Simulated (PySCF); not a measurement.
Where the electron goes

Compound: WSCl4 (singlet state).
Structure used (PBE0-D3(BJ)/def2-SVP), in Å, numbered top down from 1:
```xyz
6
Cl4SW angstrom
W      0.0001    0.0000    0.0354
S      0.0038   -0.0102    2.1252
Cl     2.2239    0.0063   -0.5443
Cl    -0.0050    2.2277   -0.5296
Cl    -2.2260   -0.0019   -0.5358
Cl     0.0032   -2.2220   -0.5509
```

Method: PySCF 2.14.0, density-fitted response routines, TDDFT PBE0/def2-SVPD, vertical, gas phase, core orbitals frozen in the response, def2 core potentials past Kr. Spin–orbit coupling is left out.

Frontier orbitals with the atoms that hold most of them (Löwdin shares over 4%, at most four atoms; ? is withheld):

```tsv
orbital	ε (eV)	atoms
HOMO-3	-9.63	Cl4 24%, Cl3 24%, Cl5 24%, Cl6 24%
HOMO-2	-9.04	S2 41%, Cl6 23%, Cl4 23%, W1 5%
HOMO-1	-9.04	S2 41%, Cl5 23%, Cl3 23%, W1 5%
HOMO	?	Cl6 25%, Cl3 25%, Cl5 25%, Cl4 25%
LUMO	-4.91	?
LUMO+1	-3.94	W1 52%, S2 32%, Cl5 8%, Cl3 8%
LUMO+2	-3.94	W1 52%, S2 32%, Cl6 8%, Cl4 8%
```

(1) Give the leading atoms of the LUMO.

(2) What is the HOMO energy, and the HOMO–LUMO gap?

Answers

(1) W1 (bonded to 4 Cl and S) 65%; Cl4 (bonded to W) 9%; Cl5 (bonded to W) 9%; Cl3 (bonded to W) 9%. By element: tungsten 65%, chlorine 26% or more.

(2) ε(HOMO) = -8.87 eV; the gap is 3.96 eV (0.1456 hartree).

Within 0.005 eV of a neighbour in this list lie HOMO-2/HOMO-1 and LUMO+1/LUMO+2 (point group found: C4v); within a degenerate set the shares of single atoms can hang on how the components are chosen.

Q: The HOMO–LUMO gap is 3.96 eV. Where does the response calculation put the lowest singlet, and from which orbitals?

A: S1 is at 2.71 eV (f = 0.0020), 1.25 eV below the gap, made of HOMO-2/HOMO-1→LUMO (98%). S1/S2 lie within about 0.01 eV of each other. Its leading pair isn't HOMO and LUMO; the energies of that pair differ by 4.13 eV. Without the coupling terms of the response equations the lowest excitation would equal the gap.

For S1 the Löwdin share of tungsten is 5% in HOMO-1 and 65% in LUMO (ligand-to-metal charge transfer by this measure).

Next come S2 at 2.71 eV (f 0.0020), HOMO-2/HOMO-1→LUMO (98%); S3 at 2.93 eV (f 0.0000), HOMO→LUMO (92%); S4 at 3.28 eV (f 0.0000), HOMO-3→LUMO (100%); S5 at 3.49 eV (f 0.0000), HOMO-2/HOMO-1→LUMO+1/LUMO+2 (97%).

Orbitals of the list HOMO-3 to LUMO+2 that lie within 0.01 eV of each other are written together with a slash and their weights summed (≥ marks a lower bound); for degenerate orbitals outside that list single weights are arbitrary.
